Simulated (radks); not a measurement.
The numbers below are computed, except where a source is named.
Task: Excited configurations of the calcium ion Ca3+: one electron is placed in a higher orbital outside [Ne] 3s2 3p4. The ground configuration is [Ne] 3s2 3p5. Level of theory: non-relativistic Kohn-Sham, r2SCAN, spin-unpolarised, spherical densities, point nucleus; meta-GGA in the generalised Kohn-Sham scheme (a radial shooting solver on a logarithmic mesh with Libxc functionals). Excitation = E - E(ground); binding = E(ion) - E, where the ion is the core of charge +4; n* = 4/sqrt(2 binding) in atomic units, and the quantum defect is n - n*.

| outer orbital | excitation (eV) | binding (eV) | n* | quantum defect | eigenvalue (eV) | <r> (bohr) |
|---|---|---|---|---|---|---|
| 3d | 30.112 | 38.837 | 2.368 | 0.632 | -31.308 | 1.421 |
| 4d | 51.103 | 17.846 | 3.493 | 0.507 | -15.458 | 3.858 |
| 5s | 53.129 | 15.820 | 3.710 | 1.290 | -14.162 | 5.207 |
| 7p | 62.839 | 6.110 | 5.969 | 1.031 | -5.509 | 13.24 |
| 7d | 63.770 | 5.179 | 6.483 | 0.517 | -4.638 | 15.12 |

Estimate the row for 6p.

Result: excitation (eV) 60.175; binding (eV) 8.774; n* 4.981; quantum defect 1.019; eigenvalue (eV) -7.886; <r> (bohr) 9.122. The Delta-SCF ionisation energy is 68.949 eV (NIST Atomic Spectra Database: 67.273 eV, semi-empirical). Self-interaction in the functional shifts the binding energies and quantum defects, so they are the method's values and not measured ones. Spin polarisation and multiplet splitting are left out, so open shells lie too high by an amount that depends on their filling.

Beside tabulated values, note that spin-unpolarised runs miss the spin-polarisation part of the exchange energy of open shells.
